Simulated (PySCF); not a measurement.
NICS in one family of compounds.

NICS is the negative of the GIAO shielding at a point without a nucleus: at the ring centre (0) and 1 Å above and below it (1); zz is the component along the ring normal. Level: GIAO PBE0/pcSseg-1 (PySCF, non-relativistic, gas phase) on the GFN2-xTB geometries, one conformer each. Atom numbers follow the mapped SMILES.

Task: Order these rings by mean NICS(1)zz, lowest (most negative) first (ppm).
A. ring C2–C3–P4–C5–S10 in `[CH3:1][c:2]1[cH:3][p:4][c:5]([C:6]([CH3:7])([CH3:8])[CH3:9])[s:10]1`
B. ring C2–C3–P4–C5–S8 in `[CH3:1][c:2]1[cH:3][p:4][c:5]([C:6]#[N:7])[s:8]1`
C. ring C5–C6–P7–C8–S9 in `[CH3:1][Si:2]([CH3:3])([CH3:4])[c:5]1[cH:6][p:7][cH:8][s:9]1`

Result: C (-28.5), B (-22.8), A (-20.3).

| SMILES | ring | NICS(0) | NICS(1) | NICS(1)zz | HOMA | rms pucker (Å) | ring atoms with four or more neighbours |
| --- | --- | --- | --- | --- | --- | --- | --- |
| C[Si](C)(C)c1cpcs1 | 5-membered ring with P and S; formal bonds all aromatic | -12.1 | -12.2 | -28.5 | 0.77 | 0.00 | 0 |
| Cc1cpc(C#N)s1 | 5-membered ring with P and S; formal bonds all aromatic | -10.9 | -10.7 | -22.8 | 0.72 | 0.00 | 0 |
| Cc1cpc(C(C)(C)C)s1 | 5-membered ring with P and S; formal bonds all aromatic | -9.4 | -9.8 | -20.3 | 0.71 | 0.00 | 0 |

NICS(0) gives the same order. The isotropic NICS(1) gives the same order. HOMA uses Krygowski's 1993 parameters. NICS(1) and NICS(1)zz are means over the two faces.
